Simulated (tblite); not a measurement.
Start geometry of `C(C)/N=C(/C)CF` from a force field or distance geometry (Å):
```
atom  x, y, z in Å
C1    -2.3492    1.3270   -0.0783
C2    -1.2558    0.3905   -0.5252
N3    -0.1766    0.4309    0.4851
C4     0.8623   -0.2926    0.2950
C5     1.9511   -0.2375    1.3524
C6     1.0855   -1.2272   -0.8749
F7     2.2874   -1.8722   -0.7989
H8    -3.1713    1.3259   -0.7980
H9    -1.9803    2.3528    0.0101
H10   -2.7624    1.0356    0.9032
H11   -0.8843    0.7019   -1.4982
H12   -1.6644   -0.6298   -0.5975
H13    2.0969   -1.2292    1.7833
H14    1.6888    0.4596    2.1419
H15    2.8780    0.1081    0.8781
H16    0.3012   -1.9836   -0.8899
H17    1.0862   -0.6481   -1.7982
```

Q: What comes out of this run: GFN2-xTB geometry optimisation, gas phase in tblite 0.8.0?

A: 
```
atom  x, y, z in Å
C1    -2.353    1.343   -0.055
C2    -1.260    0.388   -0.519
N3    -0.187    0.404    0.437
C4     0.852   -0.293    0.306
C5     1.926   -0.223    1.340
C6     1.102   -1.227   -0.860
F7     2.309   -1.869   -0.768
H8    -3.177    1.349   -0.764
H9    -1.951    2.348    0.033
H10   -2.723    1.035    0.918
H11   -0.896    0.691   -1.511
H12   -1.670   -0.626   -0.622
H13    2.092   -1.211    1.766
H14    1.637    0.474    2.120
H15    2.860    0.098    0.881
H16    0.326   -2.002   -0.906
H17    1.104   -0.669   -1.806
```

The energy falls by 0.096 eV over 33 L-BFGS steps, the largest force on an atom goes from 1.87 to 0.007 eV/Å, and the atoms move by 0.034 Å rms after alignment. The bond that changes most is C2–N3 (sp3 carbon bound to nitrogen to imine nitrogen), which shortens by 0.042 Å. Bonds longer at the end by more than 0.005 Å: 4 of 16; shorter: 7. Among the angles that change most is C2–N3–C4, from 118.4° to 122.8°. Rotational constants go from 5384, 1336, 1100 to 5559, 1331, 1104 MHz. The orientation of the end geometry is arbitrary; only internal coordinates are fixed.

The run took 0.26 s of wall time on one thread, Intel Xeon Platinum 8259CL at 2.50 GHz (x86_64), no GPU, shared host with 96 logical CPUs at a one-minute load of 51.

Its GFN2-xTB frequencies are all real (lowest 39 cm⁻¹). One conformer, not necessarily the lowest. 3 starts were optimised and ended at 0.00, 0.00 and 2.70 kcal/mol (GFN2-xTB); the lowest of these is shown.

These are computed values.
